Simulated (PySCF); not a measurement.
# Correlation energy of Se⁻ (selenium, charge -1)

Starting occupation: [Ar] 3d10 4s2 4p5, 4p1/2 with m_j = +1/2, 4p3/2 with m_j = -3/2, -1/2, +1/2, +3/2. Computed with PySCF 2.14 in x2c-SVPall-2c with one added diffuse shell each of s, p, d type (6s7p4d, 47 functions), with X2C-1e with screened-nucleus spin-orbit coupling, Gaussian nucleus. Frozen: [Ne]; 25 electrons correlated; the 6 highest virtual spinors left out.

MP2 pair energies summed by pair of shells (mhartree):

```json
{"pair": "3d-3d", "energy": "-111.82", "share (%)": "31.6"}
{"pair": "3d-3p", "energy": "-76.47", "share (%)": "21.6"}
{"pair": "4p-4p", "energy": "-67.96", "share (%)": "19.2"}
{"pair": "4p-4s", "energy": "-32.41", "share (%)": "9.2"}
{"pair": "3p-3p", "energy": "-22.74", "share (%)": "6.4"}
{"pair": "3d-4p", "energy": "-14.82", "share (%)": "4.2"}
{"pair": "4s-4s", "energy": "-6.98", "share (%)": "2.0"}
{"pair": "3d-3s", "energy": "-6.86", "share (%)": "1.9"}
{"pair": "3d-4s", "energy": "-4.78", "share (%)": "1.4"}
{"pair": "3p-4p", "energy": "-3.48", "share (%)": "1.0"}
{"pair": "3p-3s", "energy": "-2.87", "share (%)": "0.8"}
{"pair": "3p-4s", "energy": "-1.14", "share (%)": "0.3"}
{"pair": "3s-3s", "energy": "-0.64", "share (%)": "0.2"}
{"pair": "3s-4p", "energy": "-0.43", "share (%)": "0.1"}
{"pair": "3s-4s", "energy": "-0.26", "share (%)": "0.1"}
```

Total MP2 correlation energy: -353.65 mhartree.

The GHF reference relaxed away from the jj start to a determinant that is no pure jj level (⟨S²⟩ = 0.77, ⟨J²⟩ = 0.87); the energies belong to that determinant.

This basis was not built for core-valence correlation, so the inner-shell part is incomplete.
